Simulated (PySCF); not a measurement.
A structure optimised at PBE-D3(BJ)/def2-SVP, used in a PySCF frequency run:

```xyz
9

Cl     1.2074     1.5694     0.0000
C     -0.2464     0.5579     0.0000
Br     0.1467    -1.3424     0.0000
C     -1.4482     1.0339     0.7616
C     -1.4482     1.0339    -0.7616
H     -2.0509     0.2761     1.2850
H     -1.3510     1.9980     1.2843
H     -2.0509     0.2761    -1.2850
H     -1.3510     1.9980    -1.2843
```

Task: Write its SMILES, formula and point group.

Result: ClC1(Br)CC1, C₃H₄BrCl, Cs

Task: What are its rotational constants (standard atomic weights)?

Result: 3.7112, 1.7523, 1.3181 GHz
